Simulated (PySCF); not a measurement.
**How methods differ on the excitation energy of Ta**

Ta [Xe] 4f14 5d3 6s2 (4F) → Ta [Xe] 4f14 5d4 6s1 (6D), as a difference of total energies. Computed with PySCF 2.14 in x2c-QZVPPall, with the spin-free X2C one-electron Hamiltonian (Gaussian nucleus). The calculations carry no spin-orbit coupling.

```
method  excitation energy (cm⁻¹)
   UHF                    1830.5
 B3LYP                    8056.2
revPBE                    3748.5
```
